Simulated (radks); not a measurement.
Sb V, configuration [Kr] 4d10 5s1. Method: scalar-relativistic Kohn-Sham, PBEsol, spin-polarised, spherical densities, finite nucleus; open shells are filled with parallel spins first (spin-orbit coupling, left out, can overturn this in heavy ions); Fermi nuclear charge, rms radius 4.6802 fm; computed with a radial shooting solver on a logarithmic mesh with Libxc functionals. Some entries of the table are withheld. Estimate them.

orbital,occ.,eigenvalue (eV),<r^2> (bohr^2)
1s up,1,-30331.89,0.001095
1s down,1,-30331.83,0.001095
2s up,1,-4652.627,0.01774
2s down,1,-4652.600,0.01774
2p up,3,-4182.260,0.01401
2p down,3,-4182.231,0.01401
3s up,1,-946.6319,0.1250
3s down,1,-946.5817,0.1250
3p up,3,-793.2850,0.1255
3p down,3,-793.2339,0.1255
3d up,5,-559.0385,0.1107
3d down,5,-558.9935,0.1107
4s up,1,-191.5146,0.7063
4s down,1,-191.4034,0.7053
4p up,3,-144.4904,0.8263
4p down,3,-144.3417,0.8235
4d up,5,-76.0131,1.207
4d down,5,-75.6739,1.190
5s up,1,-50.4360,(1)
5s down,0,-48.9757,(2)

Answer. 
(1) 5s up <r^2> (bohr^2): 4.214
(2) 5s down <r^2> (bohr^2): 4.207
